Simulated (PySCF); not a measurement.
A structure optimised at B3LYP-D3(BJ)/def2-TZVPD, used in a PySCF frequency run:

```xyz
2

Se     0.0000     0.0000    -0.0421
H      0.0000     0.0000     1.4327
```
Charge 0, spin multiplicity 2.

### Question
Write its SMILES, formula and point group.

### Answer
[SeH], HSe, C∞v

### Question
What are its rotational constants (standard atomic weights)?

### Answer
233.45 GHz (linear rotor, B only)
